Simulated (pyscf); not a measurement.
## [O–Ti(OH)(OH)–Cl]•, doublet

Gas-phase minimum from PySCF at ωB97X-D3(BJ)/def2-SVP, one conformer. Other isomers of [O–Ti(OH)(OH)–Cl]• were not searched in full and may lie lower. 

```xyz
7

O      1.5506     1.5282    -1.5029
Ti     0.5878     1.3543     0.0218
O      1.4594     0.1832     0.9982
O     -1.0124     0.8370    -0.4585
Cl     0.4181     3.2905     1.0749
H      1.3566    -0.6936     1.3823
H     -1.9568     1.0151    -0.4086
```
Charge 0, spin multiplicity 2.

Bonds (Å): O1–Ti2 1.812, Ti2–O3 1.756, Ti2–O4 1.749, Ti2–Cl5 2.211, O3–H6 0.963, O4–H7 0.962. Bond angles (°): O1–Ti2–O3 105.6, O1–Ti2–O4 106.5, O1–Ti2–Cl5 111.0, O3–Ti2–O4 114.2, O3–Ti2–Cl5 110.9, O4–Ti2–Cl5 108.6, Ti2–O3–H6 140.9, Ti2–O4–H7 146.0.

Properties at ωB97X-D3(BJ)/def2-SVP:

```yaml
harmonic_wavenumbers_unscaled: 138, 146, 166, 171, 191, 235, 270, 327, 413, 468, 737, 825, 857, 3944, 3956 cm⁻¹
zero_point_energy: 18.4 kcal/mol
rotational_symmetry_number: 1
Entropy of this conformer at 298 K and 1 atm, rigid rotor and harmonic oscillator, modes under 100 cm⁻¹ raised to 100: 372.8 J/(mol K)
dipole_moment: 3.90 D
Spin expectation value S2: 0.757
```

Single-point totals, which compare only within one level:

```csv
level,total energy (hartree)
ωB97X-D3(BJ)/def2-TZVP,-1536.81165
PBE/def2-TZVP,-1536.18309
r²SCAN/def2-TZVP,-1536.65773
B3LYP-D3(BJ)/def2-TZVP,-1536.85210
PBE0-D3(BJ)/def2-TZVP,-1536.21558
M06-2X/def2-TZVP,-1536.64767
ωB97M-D3(BJ)/def2-TZVP,-1536.92412
```

Soft torsions are taken as harmonic, which can shift the entropy by several J/(mol K). Open-shell species with a d-block atom are single-reference here; other states, and whether the spin sits on metal or ligand, were not checked.
